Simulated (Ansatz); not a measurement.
# Molecular dynamics of CH$_{6}$GaN

Input:

```yaml
crystal:
  periodic: [false, false, false]
  atoms:
    - { symbol: Ga, position_ang: [-0.378703, -0.092988, 0.827916] }
    - { symbol: H, position_ang: [0.933444, 0.01917, 1.633312] }
    - { symbol: C, position_ang: [1.812575, 0.117192, 0.121101] }
    - { symbol: H, position_ang: [1.918719, -0.772096, -0.508094] }
    - { symbol: H, position_ang: [1.752853, 1.024563, -0.488076] }
    - { symbol: H, position_ang: [2.673263, 0.189234, 0.78638] }
    - { symbol: "N", position_ang: [-1.189401, -0.149847, -0.779911] }
    - { symbol: H, position_ang: [-2.177734, -0.239768, -0.899459] }
    - { symbol: H, position_ang: [-0.707416, -0.09556, -1.655969] }
basis:
  gaussian: { orbitals: def2-SVP }
hamiltonian:
  xc: hf
md:
  timestep: 0.5
  n_steps: 200
  ensemble: nve
  temperature: 300.0
  initial_velocities: maxwell_boltzmann
  seed: 6974
```

Command:

```bash
$ ansatz run input.yaml --threads 1 --pin off --max-ram 2048MiB --backend cpu --events-out ev --progress --plain --runs-dir out
```

It starts at the highest image of a converged band. Of that band: Neighbouring images differ by up to 3.9 eV, so the band resolves the path poorly. A vibrational analysis at the climbing image gives one clearly imaginary mode, 1693i cm⁻¹: a first-order saddle point.

Output, in part (one step line in 3, the closing report, with atoms numbered from 0):

```
md step     0: t =     0.00 fs  T =   300.0 K  F+E_penalty+E_count = -54929.21806655 eV  E_kin = 0.271446 eV  conserved = -54928.94662055 eV  (36 SCF iters)
md step     3: t =     1.50 fs  T =   219.7 K  F+E_penalty+E_count = -54929.14373764 eV  E_kin = 0.198784 eV  conserved = -54928.94495324 eV  (29 SCF iters)
md step     6: t =     3.00 fs  T =   177.5 K  F+E_penalty+E_count = -54929.10511955 eV  E_kin = 0.160617 eV  conserved = -54928.94450281 eV  (29 SCF iters)
md step     9: t =     4.50 fs  T =   229.1 K  F+E_penalty+E_count = -54929.15345045 eV  E_kin = 0.207293 eV  conserved = -54928.94615740 eV  (33 SCF iters)
md step    12: t =     6.00 fs  T =   192.3 K  F+E_penalty+E_count = -54929.11897660 eV  E_kin = 0.174006 eV  conserved = -54928.94497106 eV  (29 SCF iters)
md step    15: t =     7.50 fs  T =   194.7 K  F+E_penalty+E_count = -54929.12019912 eV  E_kin = 0.176182 eV  conserved = -54928.94401731 eV  (29 SCF iters)
md step    18: t =     9.00 fs  T =   370.3 K  F+E_penalty+E_count = -54929.27963118 eV  E_kin = 0.335012 eV  conserved = -54928.94461922 eV  (35 SCF iters)
md step    21: t =    10.50 fs  T =   658.3 K  F+E_penalty+E_count = -54929.54056731 eV  E_kin = 0.595602 eV  conserved = -54928.94496508 eV  (36 SCF iters)
md step    24: t =    12.00 fs  T =  1030.8 K  F+E_penalty+E_count = -54929.87706481 eV  E_kin = 0.932691 eV  conserved = -54928.94437422 eV  (34 SCF iters)
md step    27: t =    13.50 fs  T =  1578.0 K  F+E_penalty+E_count = -54930.37298943 eV  E_kin = 1.427772 eV  conserved = -54928.94521733 eV  (34 SCF iters)
md step    30: t =    15.00 fs  T =  2204.6 K  F+E_penalty+E_count = -54930.94242085 eV  E_kin = 1.994737 eV  conserved = -54928.94768420 eV  (33 SCF iters)
md step    33: t =    16.50 fs  T =  2626.0 K  F+E_penalty+E_count = -54931.32408372 eV  E_kin = 2.376084 eV  conserved = -54928.94799981 eV  (33 SCF iters)
md step    36: t =    18.00 fs  T =  2799.6 K  F+E_penalty+E_count = -54931.48012552 eV  E_kin = 2.533150 eV  conserved = -54928.94697519 eV  (33 SCF iters)
md step    39: t =    19.50 fs  T =  2868.8 K  F+E_penalty+E_count = -54931.54239720 eV  E_kin = 2.595734 eV  conserved = -54928.94666348 eV  (33 SCF iters)
md step    42: t =    21.00 fs  T =  2870.4 K  F+E_penalty+E_count = -54931.54483068 eV  E_kin = 2.597223 eV  conserved = -54928.94760778 eV  (33 SCF iters)
md step    45: t =    22.50 fs  T =  2720.9 K  F+E_penalty+E_count = -54931.40810842 eV  E_kin = 2.461911 eV  conserved = -54928.94619696 eV  (34 SCF iters)
md step    48: t =    24.00 fs  T =  2605.9 K  F+E_penalty+E_count = -54931.30295949 eV  E_kin = 2.357840 eV  conserved = -54928.94511900 eV  (34 SCF iters)
md step    51: t =    25.50 fs  T =  2646.4 K  F+E_penalty+E_count = -54931.34160198 eV  E_kin = 2.394553 eV  conserved = -54928.94704943 eV  (34 SCF iters)
md step    54: t =    27.00 fs  T =  2624.3 K  F+E_penalty+E_count = -54931.32119114 eV  E_kin = 2.374489 eV  conserved = -54928.94670258 eV  (32 SCF iters)
md step    57: t =    28.50 fs  T =  2562.5 K  F+E_penalty+E_count = -54931.26427933 eV  E_kin = 2.318582 eV  conserved = -54928.94569772 eV  (34 SCF iters)
md step    60: t =    30.00 fs  T =  2579.3 K  F+E_penalty+E_count = -54931.28082317 eV  E_kin = 2.333826 eV  conserved = -54928.94699766 eV  (34 SCF iters)
md step    63: t =    31.50 fs  T =  2514.3 K  F+E_penalty+E_count = -54931.22343792 eV  E_kin = 2.275020 eV  conserved = -54928.94841802 eV  (34 SCF iters)
md step    66: t =    33.00 fs  T =  2196.4 K  F+E_penalty+E_count = -54930.93479646 eV  E_kin = 1.987361 eV  conserved = -54928.94743508 eV  (35 SCF iters)
md step    69: t =    34.50 fs  T =  1757.5 K  F+E_penalty+E_count = -54930.53656360 eV  E_kin = 1.590225 eV  conserved = -54928.94633840 eV  (34 SCF iters)
md step    72: t =    36.00 fs  T =  1368.5 K  F+E_penalty+E_count = -54930.18395824 eV  E_kin = 1.238283 eV  conserved = -54928.94567511 eV  (34 SCF iters)
md step    75: t =    37.50 fs  T =  1177.0 K  F+E_penalty+E_count = -54930.00878901 eV  E_kin = 1.064976 eV  conserved = -54928.94381294 eV  (33 SCF iters)
md step    78: t =    39.00 fs  T =  1410.6 K  F+E_penalty+E_count = -54930.22147254 eV  E_kin = 1.276313 eV  conserved = -54928.94515912 eV  (33 SCF iters)
md step    81: t =    40.50 fs  T =  1904.8 K  F+E_penalty+E_count = -54930.67165327 eV  E_kin = 1.723489 eV  conserved = -54928.94816409 eV  (34 SCF iters)
md step    84: t =    42.00 fs  T =  2241.3 K  F+E_penalty+E_count = -54930.97748192 eV  E_kin = 2.027985 eV  conserved = -54928.94949664 eV  (34 SCF iters)
md step    87: t =    43.50 fs  T =  2225.8 K  F+E_penalty+E_count = -54930.96157938 eV  E_kin = 2.013954 eV  conserved = -54928.94762517 eV  (34 SCF iters)
md step    90: t =    45.00 fs  T =  2077.8 K  F+E_penalty+E_count = -54930.82590284 eV  E_kin = 1.880001 eV  conserved = -54928.94590164 eV  (35 SCF iters)
md step    93: t =    46.50 fs  T =  2015.7 K  F+E_penalty+E_count = -54930.77012900 eV  E_kin = 1.823858 eV  conserved = -54928.94627060 eV  (35 SCF iters)
md step    96: t =    48.00 fs  T =  2003.9 K  F+E_penalty+E_count = -54930.75936487 eV  E_kin = 1.813128 eV  conserved = -54928.94623680 eV  (35 SCF iters)
md step    99: t =    49.50 fs  T =  2052.1 K  F+E_penalty+E_count = -54930.80207370 eV  E_kin = 1.856819 eV  conserved = -54928.94525430 eV  (34 SCF iters)
md step   102: t =    51.00 fs  T =  2277.0 K  F+E_penalty+E_count = -54931.00596167 eV  E_kin = 2.060233 eV  conserved = -54928.94572850 eV  (35 SCF iters)
md step   105: t =    52.50 fs  T =  2606.2 K  F+E_penalty+E_count = -54931.30530775 eV  E_kin = 2.358164 eV  conserved = -54928.94714396 eV  (36 SCF iters)
md step   108: t =    54.00 fs  T =  2853.8 K  F+E_penalty+E_count = -54931.52878880 eV  E_kin = 2.582157 eV  conserved = -54928.94663204 eV  (34 SCF iters)
md step   111: t =    55.50 fs  T =  3045.6 K  F+E_penalty+E_count = -54931.70257660 eV  E_kin = 2.755726 eV  conserved = -54928.94685083 eV  (34 SCF iters)
md step   114: t =    57.00 fs  T =  3128.5 K  F+E_penalty+E_count = -54931.77926060 eV  E_kin = 2.830712 eV  conserved = -54928.94854818 eV  (34 SCF iters)
md step   117: t =    58.50 fs  T =  2929.3 K  F+E_penalty+E_count = -54931.59755231 eV  E_kin = 2.650482 eV  conserved = -54928.94707070 eV  (34 SCF iters)
md step   120: t =    60.00 fs  T =  2650.2 K  F+E_penalty+E_count = -54931.34351219 eV  E_kin = 2.397948 eV  conserved = -54928.94556383 eV  (33 SCF iters)
md step   123: t =    61.50 fs  T =  2511.6 K  F+E_penalty+E_count = -54931.21920793 eV  E_kin = 2.272537 eV  conserved = -54928.94667116 eV  (32 SCF iters)
md step   126: t =    63.00 fs  T =  2376.4 K  F+E_penalty+E_count = -54931.09780333 eV  E_kin = 2.150237 eV  conserved = -54928.94756652 eV  (33 SCF iters)
md step   129: t =    64.50 fs  T =  2095.4 K  F+E_penalty+E_count = -54930.84221689 eV  E_kin = 1.895965 eV  conserved = -54928.94625217 eV  (33 SCF iters)
md step   132: t =    66.00 fs  T =  1808.2 K  F+E_penalty+E_count = -54930.58108450 eV  E_kin = 1.636133 eV  conserved = -54928.94495115 eV  (32 SCF iters)
md step   135: t =    67.50 fs  T =  1691.8 K  F+E_penalty+E_count = -54930.47627456 eV  E_kin = 1.530790 eV  conserved = -54928.94548466 eV  (33 SCF iters)
md step   138: t =    69.00 fs  T =  1708.1 K  F+E_penalty+E_count = -54930.49172158 eV  E_kin = 1.545522 eV  conserved = -54928.94619998 eV  (33 SCF iters)
md step   141: t =    70.50 fs  T =  1763.3 K  F+E_penalty+E_count = -54930.54204315 eV  E_kin = 1.595453 eV  conserved = -54928.94659027 eV  (33 SCF iters)
md step   144: t =    72.00 fs  T =  1786.6 K  F+E_penalty+E_count = -54930.56349699 eV  E_kin = 1.616540 eV  conserved = -54928.94695726 eV  (33 SCF iters)
md step   147: t =    73.50 fs  T =  1726.1 K  F+E_penalty+E_count = -54930.50800264 eV  E_kin = 1.561843 eV  conserved = -54928.94616009 eV  (32 SCF iters)
md step   150: t =    75.00 fs  T =  1676.2 K  F+E_penalty+E_count = -54930.46183481 eV  E_kin = 1.516687 eV  conserved = -54928.94514760 eV  (32 SCF iters)
md step   153: t =    76.50 fs  T =  1788.8 K  F+E_penalty+E_count = -54930.56323457 eV  E_kin = 1.618505 eV  conserved = -54928.94472991 eV  (32 SCF iters)
md step   156: t =    78.00 fs  T =  2108.8 K  F+E_penalty+E_count = -54930.85475595 eV  E_kin = 1.908108 eV  conserved = -54928.94664802 eV  (32 SCF iters)
md step   159: t =    79.50 fs  T =  2400.5 K  F+E_penalty+E_count = -54931.12017614 eV  E_kin = 2.172056 eV  conserved = -54928.94811976 eV  (32 SCF iters)
md step   162: t =    81.00 fs  T =  2489.8 K  F+E_penalty+E_count = -54931.19974459 eV  E_kin = 2.252856 eV  conserved = -54928.94688875 eV  (31 SCF iters)
md step   165: t =    82.50 fs  T =  2546.4 K  F+E_penalty+E_count = -54931.24973922 eV  E_kin = 2.304049 eV  conserved = -54928.94569067 eV  (33 SCF iters)
md step   168: t =    84.00 fs  T =  2733.6 K  F+E_penalty+E_count = -54931.41996033 eV  E_kin = 2.473415 eV  conserved = -54928.94654535 eV  (33 SCF iters)
md step   171: t =    85.50 fs  T =  2945.1 K  F+E_penalty+E_count = -54931.61234698 eV  E_kin = 2.664827 eV  conserved = -54928.94751978 eV  (35 SCF iters)
md step   174: t =    87.00 fs  T =  3068.9 K  F+E_penalty+E_count = -54931.72361993 eV  E_kin = 2.776838 eV  conserved = -54928.94678233 eV  (34 SCF iters)
md step   177: t =    88.50 fs  T =  3184.3 K  F+E_penalty+E_count = -54931.82904062 eV  E_kin = 2.881246 eV  conserved = -54928.94779466 eV  (33 SCF iters)
md step   180: t =    90.00 fs  T =  3182.6 K  F+E_penalty+E_count = -54931.82871782 eV  E_kin = 2.879659 eV  conserved = -54928.94905877 eV  (34 SCF iters)
md step   183: t =    91.50 fs  T =  2925.5 K  F+E_penalty+E_count = -54931.59449955 eV  E_kin = 2.647016 eV  conserved = -54928.94748344 eV  (33 SCF iters)
md step   186: t =    93.00 fs  T =  2605.1 K  F+E_penalty+E_count = -54931.30346701 eV  E_kin = 2.357163 eV  conserved = -54928.94630442 eV  (35 SCF iters)
md step   189: t =    94.50 fs  T =  2356.2 K  F+E_penalty+E_count = -54931.07944227 eV  E_kin = 2.131960 eV  conserved = -54928.94748200 eV  (36 SCF iters)
md step   192: t =    96.00 fs  T =  2016.8 K  F+E_penalty+E_count = -54930.77232907 eV  E_kin = 1.824819 eV  conserved = -54928.94750995 eV  (36 SCF iters)
md step   195: t =    97.50 fs  T =  1557.6 K  F+E_penalty+E_count = -54930.35477779 eV  E_kin = 1.409336 eV  conserved = -54928.94544195 eV  (35 SCF iters)
md step   198: t =    99.00 fs  T =  1208.0 K  F+E_penalty+E_count = -54930.03786981 eV  E_kin = 1.093005 eV  conserved = -54928.94486506 eV  (35 SCF iters)
md step   200: t =   100.00 fs  T =  1085.8 K  F+E_penalty+E_count = -54929.92757900 eV  E_kin = 0.982446 eV  conserved = -54928.94513327 eV  (36 SCF iters)
Total energy: -54929.92757900 eV, -2018.6376056860 hartree
Atom 0 at    -0.209165    -0.095484     0.721976 Å, force    -4.481261     0.670226     0.723948 eV/Å
Atom 1 at    -1.225253    -0.135175     2.126067 Å, force     1.144998    -0.162504    -1.334436 eV/Å
Atom 2 at     1.628280     0.119260     0.501233 Å, force     1.659158     0.231266    -1.315630 eV/Å
Atom 3 at     1.954548    -0.917399     0.385498 Å, force     0.426234     0.073840    -0.410322 eV/Å
Atom 4 at     1.434738     0.557534    -0.467039 Å, force     0.443751    -0.440659    -1.352437 eV/Å
Atom 5 at     2.491166     0.745355     0.759918 Å, force    -0.727203    -0.205481     1.366706 eV/Å
Atom 6 at    -1.563307    -0.128438    -0.780860 Å, force     0.792086    -0.203645     4.405313 eV/Å
Atom 7 at    -2.131576    -0.197824     0.078042 Å, force     0.320625    -0.224511     0.243448 eV/Å
Atom 8 at    -2.465628    -0.076483    -1.202874 Å, force     0.421612     0.261468    -2.326590 eV/Å
Dipole moment:     0.222760    -0.025897     0.116424 e Å
```

All steps were run. The conserved energy stayed within 0.32 meV per atom of its start (net change 0.17 meV per atom), so the integration is sound. The kinetic energy rose, since the run started high on the potential surface and went downhill. A run of 0.1 ps of so small a system gives no equilibrium averages. The orbitals stay closed-shell, which can raise the energy where a bond breaks towards radicals; this wasn't checked here.

Between its relaxed ends the band would form H2–C3 and break Ga1–H2, Ga1–C3. These pairs go: H2–C3 1.75 → 3.29 Å, Ga1–H2 1.54 → 1.73 Å, Ga1–C3 2.31 → 1.86 Å. In the last frame they stand as before the step (other bonds may differ from the relaxed reactants and products). It ends as one piece, CH6GaN. Pairs count as bonded within 1.25 times the sum of covalent radii (0.12 Å more for H–H).

Last frame:

```xyz
9
Properties=species:S:1:pos:R:3
Ga -0.209 -0.096 0.722
H -1.225 -0.135 2.126
C 1.628 0.119 0.501
H 1.954 -0.917 0.386
H 1.435 0.557 -0.467
H 2.491 0.745 0.760
N -1.563 -0.128 -0.781
H -2.132 -0.198 0.078
H -2.466 -0.076 -1.203
```

Time of the run: 5.9 min on 1 thread of Arm Neoverse V1 (shared host), peak memory 0.17 GiB.
